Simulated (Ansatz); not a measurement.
Relaxation of `N#Cc1ccccc1-c1ccccc1C#N` with RKS PBE-D4/def2-SVP.

```sh
$ ansatz run in.yaml --threads 4 --pin off --events-out ev --progress --plain --max-ram 6963MiB
```

```yaml
crystal:
  periodic: [false, false, false]
  atoms:
    - {symbol: N, position_ang: [-0.366020, 2.549490, 1.951220]}
    - {symbol: C, position_ang: [-0.891900, 1.733790, 1.340980]}
    - {symbol: C, position_ang: [-1.524910, 0.722000, 0.582280]}
    - {symbol: C, position_ang: [-2.911130, 0.702470, 0.440120]}
    - {symbol: C, position_ang: [-3.506440, -0.284610, -0.321390]}
    - {symbol: C, position_ang: [-2.727640, -1.246120, -0.946720]}
    - {symbol: C, position_ang: [-1.350240, -1.232240, -0.803440]}
    - {symbol: C, position_ang: [-0.734620, -0.255260, -0.036300]}
    - {symbol: C, position_ang: [0.735900, -0.218090, 0.127380]}
    - {symbol: C, position_ang: [1.359070, -0.843210, 1.196600]}
    - {symbol: C, position_ang: [2.736330, -0.790800, 1.332580]}
    - {symbol: C, position_ang: [3.507590, -0.117270, 0.397850]}
    - {symbol: C, position_ang: [2.904890, 0.516000, -0.671870]}
    - {symbol: C, position_ang: [1.518550, 0.472410, -0.806880]}
    - {symbol: C, position_ang: [0.879870, 1.132570, -1.882240]}
    - {symbol: N, position_ang: [0.352120, 1.666410, -2.748710]}
    - {symbol: H, position_ang: [-3.505230, 1.461970, 0.926290]}
    - {symbol: H, position_ang: [-4.579840, -0.301100, -0.432560]}
    - {symbol: H, position_ang: [-3.194680, -2.010060, -1.549950]}
    - {symbol: H, position_ang: [-0.741750, -1.979440, -1.291530]}
    - {symbol: H, position_ang: [0.757550, -1.369430, 1.923460]}
    - {symbol: H, position_ang: [3.210670, -1.276350, 2.172210]}
    - {symbol: H, position_ang: [4.580790, -0.082140, 0.506290]}
    - {symbol: H, position_ang: [3.491100, 1.049010, -1.405670]}
basis:
  gaussian: {orbitals: def2-SVP}
hamiltonian: {xc: pbe, dispersion: d4}
scf: {lower_state_search: "off"}
output: {orbitals: {seedname: orbitals}}
relax: {f_tol: 0.03, max_steps: 70}
```

It took 28 s on 4 threads of Intel Xeon 6975P-C on a shared host.

Positions (Å) and forces (eV/Å) at steps 1, 2, 4, 5, 6, 7, 8, 9, 10, 11, 13 of 13:

```xyz
24
step=1 energy=-17593.2187 eV
N    -0.366    2.549    1.951    1.545    2.435    1.832
C    -0.892    1.734    1.341   -1.185   -1.743   -1.293
C    -1.525    0.722    0.582    0.007    0.082    0.064
C    -2.911    0.702    0.440   -0.139    0.090    0.065
C    -3.506   -0.285   -0.321   -0.185   -0.006   -0.034
C    -2.728   -1.246   -0.947   -0.088   -0.130   -0.085
C    -1.350   -1.232   -0.803    0.059   -0.111   -0.070
C    -0.735   -0.255   -0.036    0.534   -0.062    0.111
C     0.736   -0.218    0.127   -0.535   -0.101   -0.077
C     1.359   -0.843    1.197   -0.055   -0.084    0.102
C     2.736   -0.791    1.333    0.095   -0.083    0.127
C     3.508   -0.117    0.398    0.185    0.005    0.026
C     2.905    0.516   -0.672    0.134    0.072   -0.087
C     1.519    0.472   -0.807   -0.009    0.043   -0.095
C     0.880    1.133   -1.882    1.185   -1.147    1.846
N     0.352    1.666   -2.749   -1.555    1.589   -2.597
H    -3.505    1.462    0.926   -0.380    0.493    0.309
H    -4.580   -0.301   -0.433   -0.747   -0.007   -0.082
H    -3.195   -2.010   -1.550   -0.326   -0.532   -0.414
H    -0.742   -1.979   -1.292    0.400   -0.497   -0.322
H     0.758   -1.369    1.923   -0.398   -0.340    0.480
H     3.211   -1.276    2.172    0.323   -0.343    0.580
H     4.581   -0.082    0.506    0.748    0.029    0.075
H     3.491    1.049   -1.406    0.384    0.348   -0.462
24
step=2 energy=-17593.4829 eV
N    -0.380    2.582    2.012   -0.078   -0.089   -0.053
C    -0.910    1.748    1.375    0.166    0.274    0.196
C    -1.539    0.729    0.596    0.010    0.018    0.031
C    -2.938    0.709    0.446   -0.061    0.027    0.001
C    -3.539   -0.284   -0.327   -0.053   -0.003    0.004
C    -2.753   -1.259   -0.951   -0.026   -0.038   -0.037
C    -1.363   -1.243   -0.804   -0.004   -0.021   -0.012
C    -0.739   -0.256   -0.031    0.173   -0.032    0.010
C     0.741   -0.221    0.121   -0.174   -0.037    0.000
C     1.371   -0.852    1.200    0.006   -0.010    0.025
C     2.761   -0.801    1.340    0.032   -0.025    0.045
C     3.540   -0.116    0.402    0.053    0.001   -0.001
C     2.932    0.522   -0.679    0.055    0.018   -0.018
C     1.533    0.473   -0.824   -0.008    0.013   -0.031
C     0.897    1.133   -1.920   -0.166    0.182   -0.283
N     0.365    1.675   -2.817    0.075   -0.064    0.082
H    -3.541    1.480    0.934   -0.095    0.128    0.086
H    -4.627   -0.297   -0.446   -0.192    0.003   -0.020
H    -3.225   -2.035   -1.562   -0.082   -0.139   -0.105
H    -0.746   -2.001   -1.297    0.106   -0.126   -0.082
H     0.761   -1.382    1.938   -0.106   -0.089    0.119
H     3.240   -1.296    2.191    0.079   -0.091    0.150
H     4.628   -0.075    0.516    0.193    0.013    0.016
H     3.528    1.067   -1.417    0.099    0.088   -0.122
24
step=4 energy=-17593.4981 eV
N    -0.408    2.579    2.054   -0.020   -0.004    0.009
C    -0.924    1.750    1.404    0.024    0.003   -0.015
C    -1.547    0.731    0.607   -0.004   -0.015    0.010
C    -2.951    0.709    0.454   -0.001    0.005   -0.008
C    -3.554   -0.284   -0.327   -0.002   -0.008    0.010
C    -2.763   -1.258   -0.956    0.003    0.007   -0.010
C    -1.368   -1.238   -0.810   -0.008    0.006   -0.001
C    -0.741   -0.252   -0.030    0.003    0.003    0.004
C     0.743   -0.217    0.119   -0.003   -0.004   -0.008
C     1.377   -0.846    1.204    0.007    0.013    0.004
C     2.772   -0.798    1.345    0.000    0.004    0.003
C     3.555   -0.115    0.402    0.001   -0.005   -0.002
C     2.946    0.519   -0.686   -0.001   -0.003   -0.002
C     1.541    0.472   -0.835    0.004   -0.008    0.003
C     0.912    1.124   -1.947   -0.020    0.008    0.011
N     0.391    1.655   -2.855    0.018   -0.008   -0.006
H    -3.557    1.480    0.950    0.004   -0.004    0.002
H    -4.647   -0.296   -0.446    0.004    0.003    0.000
H    -3.235   -2.037   -1.573    0.004    0.002    0.004
H    -0.747   -1.996   -1.310   -0.001    0.004    0.001
H     0.762   -1.374    1.948    0.001    0.002   -0.004
H     3.250   -1.294    2.203   -0.005    0.001   -0.004
H     4.649   -0.074    0.515   -0.004    0.003   -0.001
H     3.545    1.061   -1.431   -0.003   -0.003    0.001
24
step=5 energy=-17593.4996 eV
N    -0.439    2.559    2.110   -0.005    0.007    0.007
C    -0.938    1.735    1.439    0.001   -0.060   -0.039
C    -1.550    0.723    0.624    0.012    0.023    0.032
C    -2.956    0.697    0.473   -0.011    0.015   -0.011
C    -3.556   -0.284   -0.323   -0.003   -0.006    0.014
C    -2.763   -1.244   -0.971   -0.005    0.011   -0.010
C    -1.367   -1.219   -0.827    0.035   -0.012   -0.011
C    -0.741   -0.245   -0.031   -0.039    0.011    0.005
C     0.743   -0.210    0.117    0.041   -0.004   -0.015
C     1.377   -0.822    1.213   -0.039    0.007    0.024
C     2.771   -0.780    1.354    0.003    0.004   -0.001
C     3.558   -0.117    0.398    0.003   -0.002   -0.003
C     2.950    0.502   -0.700    0.017    0.004   -0.005
C     1.545    0.458   -0.848   -0.017    0.022   -0.026
C     0.925    1.098   -1.974    0.006   -0.046    0.061
N     0.420    1.616   -2.899    0.000    0.007   -0.014
H    -3.562    1.461    0.983    0.010   -0.027   -0.008
H    -4.651   -0.298   -0.439    0.026   -0.001   -0.002
H    -3.232   -2.016   -1.600    0.010    0.021    0.017
H    -0.744   -1.967   -1.341   -0.019    0.021    0.011
H     0.758   -1.334    1.966    0.021    0.012   -0.021
H     3.246   -1.265    2.221   -0.008    0.015   -0.024
H     4.653   -0.079    0.509   -0.026   -0.001    0.002
H     3.552    1.030   -1.454   -0.013   -0.019    0.017
24
step=6 energy=-17593.5016 eV
N    -0.513    2.486    2.275   -0.101   -0.205   -0.212
C    -0.969    1.684    1.545    0.068    0.022    0.098
C    -1.560    0.699    0.676    0.082    0.066    0.073
C    -2.966    0.663    0.531   -0.048    0.009   -0.058
C    -3.561   -0.281   -0.315    0.048   -0.030    0.044
C    -2.758   -1.198   -1.018   -0.060    0.070   -0.010
C    -1.363   -1.161   -0.882    0.132   -0.010   -0.004
C    -0.740   -0.223   -0.035   -0.135    0.027    0.011
C     0.742   -0.189    0.112    0.143   -0.001   -0.040
C     1.372   -0.748    1.241   -0.146    0.018    0.027
C     2.767   -0.720    1.382    0.051    0.044   -0.032
C     3.563   -0.118    0.390   -0.049   -0.021   -0.007
C     2.961    0.450   -0.740    0.074   -0.012    0.018
C     1.556    0.415   -0.889   -0.100    0.067   -0.050
C     0.957    1.011   -2.055   -0.049   -0.041   -0.069
N     0.490    1.487   -3.024    0.087   -0.091    0.230
H    -3.576    1.397    1.083    0.033   -0.092   -0.050
H    -4.657   -0.302   -0.421    0.055   -0.007   -0.014
H    -3.219   -1.944   -1.688    0.019    0.073    0.069
H    -0.732   -1.874   -1.440   -0.069    0.080    0.059
H     0.745   -1.212    2.023    0.075    0.050   -0.090
H     3.231   -1.167    2.277   -0.012    0.046   -0.093
H     4.660   -0.088    0.495   -0.055   -0.004    0.018
H     3.569    0.934   -1.522   -0.046   -0.059    0.080
24
step=7 energy=-17593.5073 eV
N    -0.503    2.459    2.299   -0.091   -0.185   -0.189
C    -0.966    1.666    1.563    0.053    0.052    0.104
C    -1.560    0.694    0.684    0.072    0.035    0.065
C    -2.966    0.658    0.539   -0.034   -0.006   -0.049
C    -3.560   -0.279   -0.317    0.047   -0.011    0.033
C    -2.756   -1.185   -1.030   -0.047    0.039   -0.007
C    -1.360   -1.149   -0.893    0.095    0.009   -0.009
C    -0.740   -0.220   -0.036   -0.103    0.018    0.007
C     0.742   -0.185    0.112    0.110    0.000   -0.034
C     1.369   -0.734    1.247   -0.107    0.030    0.030
C     2.764   -0.703    1.388    0.045    0.024   -0.022
C     3.562   -0.114    0.391   -0.048   -0.011   -0.005
C     2.962    0.442   -0.746    0.055   -0.009    0.018
C     1.556    0.408   -0.894   -0.088    0.026   -0.035
C     0.954    0.988   -2.065   -0.036   -0.012   -0.084
N     0.482    1.453   -3.037    0.076   -0.080    0.200
H    -3.579    1.382    1.099    0.025   -0.062   -0.033
H    -4.655   -0.300   -0.424    0.038   -0.005   -0.010
H    -3.217   -1.924   -1.706    0.017    0.057    0.052
H    -0.729   -1.856   -1.458   -0.053    0.061    0.045
H     0.742   -1.188    2.033    0.060    0.039   -0.073
H     3.229   -1.141    2.287   -0.013    0.036   -0.070
H     4.657   -0.086    0.497   -0.038   -0.002    0.013
H     3.571    0.915   -1.533   -0.034   -0.041    0.056
24
step=8 energy=-17593.5263 eV
N    -0.499    2.329    2.442   -0.030   -0.068   -0.070
C    -0.968    1.571    1.676   -0.024    0.011    0.074
C    -1.566    0.648    0.752    0.099   -0.023   -0.120
C    -2.970    0.618    0.598   -0.049   -0.086   -0.050
C    -3.554   -0.265   -0.320    0.091    0.009    0.029
C    -2.745   -1.114   -1.095   -0.056    0.050    0.000
C    -1.350   -1.074   -0.963    0.017    0.053    0.090
C    -0.740   -0.204   -0.039   -0.028   -0.016    0.007
C     0.741   -0.169    0.110    0.031    0.003   -0.005
C     1.357   -0.635    1.288   -0.012   -0.015   -0.113
C     2.752   -0.614    1.422    0.061    0.058   -0.023
C     3.556   -0.101    0.389   -0.094   -0.005   -0.019
C     2.966    0.382   -0.787    0.050   -0.055    0.063
C     1.561    0.343   -0.939   -0.103    0.009    0.130
C     0.957    0.858   -2.135    0.010   -0.011   -0.084
N     0.481    1.278   -3.124    0.038   -0.041    0.098
H    -3.591    1.298    1.201    0.018   -0.035   -0.016
H    -4.648   -0.290   -0.433   -0.015    0.004    0.001
H    -3.204   -1.811   -1.815    0.017    0.047    0.037
H    -0.716   -1.738   -1.573   -0.022    0.054    0.026
H     0.729   -1.040    2.097    0.019    0.053   -0.039
H     3.217   -0.997    2.345   -0.019    0.029   -0.048
H     4.649   -0.073    0.502    0.016    0.003   -0.005
H     3.581    0.800   -1.598   -0.016   -0.029    0.035
24
step=9 energy=-17593.5388 eV
N    -0.513    2.198    2.586   -0.097   -0.145   -0.137
C    -0.982    1.484    1.779    0.028    0.121    0.077
C    -1.572    0.620    0.793    0.119   -0.189    0.024
C    -2.977    0.570    0.656   -0.088   -0.038   -0.176
C    -3.555   -0.257   -0.320    0.159   -0.003    0.036
C    -2.739   -1.042   -1.157   -0.110    0.053    0.081
C    -1.345   -1.004   -1.018    0.038    0.110    0.053
C    -0.739   -0.185   -0.042   -0.043    0.038   -0.032
C     0.741   -0.151    0.106    0.044    0.009   -0.016
C     1.352   -0.556    1.311   -0.051    0.141   -0.024
C     2.746   -0.525    1.453    0.124   -0.007   -0.115
C     3.557   -0.093    0.385   -0.162   -0.010   -0.013
C     2.973    0.317   -0.823    0.078    0.003    0.149
C     1.568    0.297   -0.968   -0.115   -0.150    0.076
C     0.973    0.739   -2.199   -0.029    0.078   -0.110
N     0.498    1.107   -3.210    0.094   -0.080    0.166
H    -3.605    1.202    1.305    0.047   -0.063   -0.044
H    -4.648   -0.287   -0.430   -0.030    0.002    0.006
H    -3.195   -1.693   -1.921    0.035    0.073    0.064
H    -0.707   -1.616   -1.678   -0.047    0.048    0.086
H     0.718   -0.883    2.153    0.059    0.000   -0.128
H     3.207   -0.847    2.402   -0.042    0.045   -0.085
H     4.650   -0.071    0.499    0.031    0.006   -0.007
H     3.595    0.673   -1.660   -0.040   -0.043    0.070
24
step=10 energy=-17593.5444 eV
N    -0.540    2.129    2.673   -0.155   -0.215   -0.225
C    -1.001    1.432    1.844    0.061    0.139    0.124
C    -1.579    0.591    0.830    0.159    0.026   -0.090
C    -2.984    0.554    0.677   -0.118   -0.176    0.014
C    -3.560   -0.251   -0.318    0.190    0.046   -0.056
C    -2.738   -1.001   -1.183   -0.140    0.068    0.101
C    -1.344   -0.956   -1.045    0.050    0.068    0.055
C    -0.739   -0.165   -0.045   -0.064   -0.040    0.061
C     0.740   -0.130    0.102    0.057    0.003   -0.025
C     1.350   -0.492    1.321   -0.054   -0.054   -0.066
C     2.744   -0.478    1.461    0.141    0.082   -0.099
C     3.561   -0.088    0.382   -0.189    0.023    0.020
C     2.980    0.289   -0.839    0.107   -0.090    0.090
C     1.575    0.266   -0.989   -0.151   -0.025    0.041
C     0.992    0.670   -2.240   -0.065    0.088   -0.153
N     0.527    1.009   -3.267    0.151   -0.111    0.276
H    -3.615    1.148    1.359    0.081   -0.060   -0.109
H    -4.653   -0.285   -0.427   -0.018    0.004    0.002
H    -3.189   -1.628   -1.971    0.041    0.059    0.095
H    -0.705   -1.556   -1.714   -0.060    0.087    0.062
H     0.715   -0.820    2.164    0.074    0.089   -0.111
H     3.200   -0.769    2.424   -0.047    0.018   -0.115
H     4.655   -0.070    0.495    0.019   -0.002   -0.007
H     3.606    0.602   -1.692   -0.071   -0.026    0.117
24
step=11 energy=-17593.5535 eV
N    -0.564    2.116    2.694   -0.113   -0.157   -0.175
C    -1.012    1.424    1.855    0.058    0.092    0.100
C    -1.580    0.586    0.834    0.108   -0.010   -0.016
C    -2.986    0.537    0.689   -0.059   -0.001   -0.017
C    -3.562   -0.249   -0.317    0.091   -0.027   -0.010
C    -2.739   -0.991   -1.184   -0.076    0.045    0.043
C    -1.346   -0.943   -1.048    0.031    0.035    0.038
C    -0.739   -0.162   -0.044   -0.053    0.005    0.039
C     0.740   -0.128    0.099    0.050   -0.002   -0.022
C     1.352   -0.482    1.319   -0.028   -0.002   -0.059
C     2.746   -0.467    1.460    0.071    0.026   -0.050
C     3.563   -0.086    0.380   -0.090   -0.015    0.011
C     2.982    0.274   -0.842    0.062   -0.007    0.034
C     1.577    0.254   -0.993   -0.108    0.006   -0.001
C     1.003    0.657   -2.248   -0.064    0.048   -0.129
N     0.550    0.990   -3.282    0.118   -0.083    0.226
H    -3.615    1.133    1.369    0.047   -0.053   -0.052
H    -4.656   -0.281   -0.427    0.001    0.000    0.002
H    -3.189   -1.615   -1.973    0.020    0.036    0.036
H    -0.708   -1.533   -1.724   -0.029    0.034    0.026
H     0.718   -0.793    2.164    0.029    0.033   -0.036
H     3.199   -0.756    2.421   -0.021    0.022   -0.048
H     4.657   -0.068    0.492   -0.001   -0.001   -0.002
H     3.607    0.584   -1.695   -0.042   -0.026    0.062
24
step=13 energy=-17593.5589 eV
N    -0.606    2.048    2.768   -0.009    0.007    0.011
C    -1.032    1.379    1.903    0.019   -0.003   -0.008
C    -1.582    0.567    0.856   -0.011   -0.014    0.004
C    -2.988    0.509    0.714    0.003    0.023   -0.015
C    -3.563   -0.246   -0.313   -0.005   -0.015    0.013
C    -2.740   -0.951   -1.204    0.001    0.002   -0.006
C    -1.346   -0.898   -1.069    0.006    0.005    0.001
C    -0.739   -0.147   -0.044   -0.006   -0.005   -0.004
C     0.740   -0.115    0.094    0.006   -0.004    0.006
C     1.352   -0.434    1.322   -0.006   -0.002   -0.011
C     2.746   -0.422    1.464   -0.002   -0.003    0.006
C     3.565   -0.085    0.375    0.005   -0.007   -0.006
C     2.985    0.239   -0.855   -0.001    0.004    0.001
C     1.579    0.227   -1.006    0.011    0.009    0.004
C     1.024    0.597   -2.277   -0.018   -0.004    0.010
N     0.593    0.900   -3.326    0.009    0.003   -0.012
H    -3.616    1.077    1.414   -0.005   -0.006    0.005
H    -4.657   -0.285   -0.417    0.000    0.004   -0.003
H    -3.184   -1.549   -2.013   -0.002    0.001    0.000
H    -0.710   -1.462   -1.766   -0.003   -0.001    0.001
H     0.719   -0.711    2.177    0.003    0.003    0.003
H     3.194   -0.681    2.435    0.003    0.002   -0.001
H     4.659   -0.074    0.484    0.000    0.005    0.003
H     3.610    0.517   -1.715    0.003   -0.004   -0.002
```
